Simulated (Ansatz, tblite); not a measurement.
Cost and result up the ladder for HfSe2 (3 atoms). Total charge 0; singlet. Geometry: PBE-D4/def2-TZVP.

Cartesian coordinates in Å:
```
Hf -0.842 0.237 0.251
Se 0.243 -1.776 0.841
Se 0.599 1.539 -1.092
```

Ansatz on 4 threads of AMD EPYC 9R45 on a shared host; xTB runs through tblite on one thread. Times are rough, summed over both states, and most runs start from the orbitals of an earlier one. PBE0-D4/def2-TZVP serves as the yardstick here, not as an exact answer. The other state is a doublet.

In the def2 sets Hf takes a core potential; there is no spin–orbit coupling. The xTB rows come from tblite. The structure comes from a short search, and lower isomers may exist.

Raw xTB energies of ions are shifted by several eV.

```
                         level  functions  wall time  vertical IE (eV)  difference from PBE0-D4/def2-TZVP (eV)
                      GFN1-xTB         27    0.005 s             12.31                                    4.33
                      GFN2-xTB         27    0.005 s             12.78                                    4.79
PBE-D4/def2-TZVP (with forces)        136      1.7 s              7.87                                   -0.11
             PBE0-D4/def2-TZVP        136      2.5 s              7.99                                    0.00
           r2SCAN-D4/def2-TZVP        136      3.4 s              7.95                                   -0.03
```
